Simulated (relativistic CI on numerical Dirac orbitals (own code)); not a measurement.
## Radial parameters of Zr19+

These numbers are calculated, not measured: Dirac-Coulomb-Breit CI, orbitals from a KLI potential per configuration, a model potential for QED, unscaled Slater integrals (own radial code, finite nucleus).

Slater integrals F^k, G^k are unscaled and averaged over j, outside the closed core [Ne]; ζ comes from projecting the Hamiltonian with its Breit term on Σ l·s of the shell.

- 3s2 3p6 3d3: F^2(3d,3d) = 263880, F^4(3d,3d) = 169570, ζ(3d) = 10371 cm⁻¹; <r>(3d) = 0.3826, <r^2>(3d) = 0.1711 (bohr units).
- 3s2 3p5 3d4: ζ(3p) = 89049, F^2(3d,3d) = 263130, F^4(3d,3d) = 169060, F^2(3p,3d) = 237530, G^1(3p,3d) = 265510, G^3(3p,3d) = 173570, ζ(3d) = 10178 cm⁻¹; <r>(3p) = 0.4184, <r^2>(3p) = 0.2021, <r>(3d) = 0.3835, <r^2>(3d) = 0.172 (bohr units).
- 3s 3p6 3d4: F^2(3d,3d) = 262820, F^4(3d,3d) = 168860, G^2(3s,3d) = 201060, ζ(3d) = 10297 cm⁻¹; <r>(3s) = 0.4247, <r^2>(3s) = 0.2055, <r>(3d) = 0.3839, <r^2>(3d) = 0.1724 (bohr units).

Question: Give the Racah parameters of the d shell in 3s2 3p6 3d3.

Answer: B = F²/49 − 5F⁴/441 = 3463 cm⁻¹ and C = 35F⁴/441 = 13458 cm⁻¹.

Averages of the first 10 configurations, taken without configuration mixing, which lowers the lowest level and can move excited configurations by several eV; other configurations of the list can lie among them:

```json
{"Configuration": "3s2 3p6 3d3", "Parity": "even", "States": "120", "Average energy above the lowest level (eV)": "11.9"}
{"Configuration": "3s2 3p5 3d4", "Parity": "odd", "States": "1260", "Average energy above the lowest level (eV)": "147.0"}
{"Configuration": "3s 3p6 3d4", "Parity": "even", "States": "420", "Average energy above the lowest level (eV)": "245.4"}
{"Configuration": "3s2 3p6 3d2 4s", "Parity": "even", "States": "90", "Average energy above the lowest level (eV)": "329.4"}
{"Configuration": "3s2 3p6 3d2 4p", "Parity": "odd", "States": "270", "Average energy above the lowest level (eV)": "362.8"}
{"Configuration": "3s2 3p6 3d2 4d", "Parity": "even", "States": "450", "Average energy above the lowest level (eV)": "412.0"}
{"Configuration": "3s2 3p6 3d2 4f", "Parity": "odd", "States": "630", "Average energy above the lowest level (eV)": "455.7"}
{"Configuration": "3s2 3p5 3d3 4s", "Parity": "odd", "States": "1440", "Average energy above the lowest level (eV)": "460.6"}
{"Configuration": "3s2 3p5 3d3 4p", "Parity": "even", "States": "4320", "Average energy above the lowest level (eV)": "494.1"}
{"Configuration": "3s2 3p6 3d 4s 4p", "Parity": "odd", "States": "120", "Average energy above the lowest level (eV)": "695.9"}
```
